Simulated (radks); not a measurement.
Q: These are the eigenvalues of the occupied orbitals of an atom or ion with whole-number occupations (eV). All-electron calculation, scalar-relativistic Kohn-Sham, LDA (Slater exchange, Perdew-Wang correlation), spin-polarised, spherical densities, finite nucleus; Fermi nuclear charge, rms radius of each element as measured or else 0.836 A^(1/3) + 0.57 fm. Program: a radial shooting solver on a logarithmic mesh with Libxc functionals.

1s down: -44972.76
1s up: -44972.76
2s up: -7312.651
2s down: -7312.604
2p up: -6534.094
2p down: -6534.062
3s up: -1594.138
3s down: -1592.646
3p up: -1349.571
3p down: -1348.093
3d up: -1013.174
3d down: -1012.014
4s up: -317.4986
4s down: -313.8318
4p up: -237.1914
4p down: -233.5277
4d up: -123.6861
4d down: -120.0541
5s up: -42.7285
5s down: -40.5686
5p up: -23.3361
5p down: -21.6809
6s up: -3.7598
6s down: -3.5442
4f up: -3.3031

Which element is it, and in what charge state? The configuration may be excited. Open shells, if any, are filled with parallel spins first.

A: Z = 61, promethium, charge 0: Pm in [Xe] 4f5 6s2. The list shows which subshells hold electrons but not how many an open one holds; the 1s level, -1652.7 hartree, gives Z - s = 57.5 by -(Z - s)^2/2, which with screening and relativity narrows Z to a few neighbours, and the depths of the outer levels then fix element, charge and occupations together.
